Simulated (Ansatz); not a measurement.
One change: `ClBC[O][GeH3]` becomes `[SiH3]NCBCl`.

Ansatz, PBE0-D4/def2-TZVP geometries, multiplicity 1. Each molecule was computed in one conformer, which needn't be the lowest.

Scalar relativity is left out up to krypton.

```json
{"property": "LUMO energy (ωB97M-V/def2-TZVPP) / eV", "`ClBC[O][GeH3]`": "0.57"}
{"property": "HOMO–LUMO gap (ωB97M-V/def2-TZVPP) / eV", "`ClBC[O][GeH3]`": "10.53"}
{"property": "size of the dipole moment (B3LYP/def2-TZVPP) / D", "`ClBC[O][GeH3]`": "1.14"}
{"property": "HOMO–LUMO gap (B3LYP/def2-TZVPP) / eV", "`ClBC[O][GeH3]`": "5.74"}
{"property": "size of the dipole moment (PBE/def2-TZVPP) / D", "`ClBC[O][GeH3]`": "1.05"}
{"property": "size of the dipole moment (ωB97M-V/def2-TZVPP) / D", "`ClBC[O][GeH3]`": "1.17"}
```

Question: What does the change do to each property? (Estimate.)

Answer: Ansatz gave: 
```json
{"property": "LUMO energy (ωB97M-V/def2-TZVPP) / eV", "`[SiH3]NCBCl`": "0.63", "shift": "0.06"}
{"property": "HOMO–LUMO gap (ωB97M-V/def2-TZVPP) / eV", "`[SiH3]NCBCl`": "10.00", "shift": "-0.53"}
{"property": "size of the dipole moment (B3LYP/def2-TZVPP) / D", "`[SiH3]NCBCl`": "1.69", "shift": "0.55"}
{"property": "HOMO–LUMO gap (B3LYP/def2-TZVPP) / eV", "`[SiH3]NCBCl`": "5.23", "shift": "-0.51"}
{"property": "size of the dipole moment (PBE/def2-TZVPP) / D", "`[SiH3]NCBCl`": "1.70", "shift": "0.65"}
{"property": "size of the dipole moment (ωB97M-V/def2-TZVPP) / D", "`[SiH3]NCBCl`": "1.70", "shift": "0.53"}
```

With PBE0 the HOMO rises by 0.58 eV and the LUMO rises by 0.06 eV, so the gap narrows by about 0.52 eV. PBE moves the HOMO by 0.45 eV and ωB97M-V by 0.58 eV. Dipoles are sizes alone; their direction can turn.

B3LYP here is the variant with VWN-RPA as its local correlation; programs differ in this.
